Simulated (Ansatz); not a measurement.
Basis-set extrapolation for `[NH2+]1[AlH2-][NH2+][AlH2-]1` (PBE0-D4/def2-TZVP geometry, frozen core, the Gaussian-basis code of Ansatz). Multiplicity 1, RHF reference.

```json
{"": "HF", "def2-TZVPP": "-597.595799", "def2-QZVPP": "-597.616110"}
{"": "MP2 correlation", "def2-TZVPP": "-0.620995", "def2-QZVPP": "-0.665108"}
{"": "CCSD(T) correlation", "def2-TZVPP": "-0.690419", "def2-QZVPP": "not run"}
```

Energies in hartree. Use E(X) = E(∞) + A·exp(−7.88·√X) for Hartree–Fock and E(X) = E(∞) + B·X^(−2.97) for correlation, with X = 3 and 4, and add CCSD(T) minus MP2 of the smaller set to the MP2 limit.

What is the CCSD(T) energy at the basis-set limit?

HF limit: -597.616110 + (-0.020311) × 0.13774 = -597.61891. MP2 limit: -0.665108 + (-0.044113) × 0.74074 = -0.69778. Higher-order term: -0.690419 − (-0.620995) = -0.06942. Total: -598.38611 hartree, 2.72 eV below CCSD(T)/def2-TZVPP.
